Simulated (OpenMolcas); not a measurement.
Ru5+ among 4 point charges of -2 e arranged as a tetrahedron (Td).

- Program: OpenMolcas
- Method: CASSCF
- Basis: ANO-RCC-VDZP [6s5p3d1f]
- Scalar Hamiltonian: DKH2, point nucleus
- Active space: 3 electrons in 5 orbitals (4d)
- State averaging: 2S+1 = 4 even, 10 roots; 2S+1 = 2 even, 40 roots
- Spin-orbit coupling: RASSI with atomic mean-field integrals over the reference wave functions

All point charges move together. At R = 2.26 Å |10Dq| is 1457 cm-1, and at R = 2.4 Å it is 1095 cm-1.

Question: A third run gives 2200 cm-1. What distance was it run at?

Answer: With a power law R^-n the two known points give n = -ln(1095 / 1457) / ln(2.4 / 2.26) = 4.75. Then R = 2.26 × (1457 / 2200)^(1/4.75) = 2.072 Å. The run was at 2.07 Å, so the estimate is off by +0.002 Å.

Without dynamic correlation the repulsion within the d shell is too large (B by tens of per cent), so at a given field states of lower spin stand too high. Point charges give a weaker field than real ligands, and real ions of this kind are as a rule low spin; the high spin found here belongs to the model. The ground term spreads over less than 5000 cm-1, several times less than with real ligands, so orbital moments are less quenched and χT lies further from the spin-only value than at real sites. Spin-orbit coupling mixes the spin-free states strongly: the lowest level takes only 67 % from its leading state, 4T1 (figures for R = 2.26; the like holds for R = 2.4). An orbital triplet at a regular site is open to Jahn-Teller coupling, which can distort the site and quench the lowest spin-orbit gaps and is left out (holds for R = 2.07). This is an electrostatic model: the charges have no orbitals. No measured value stands beside these numbers.
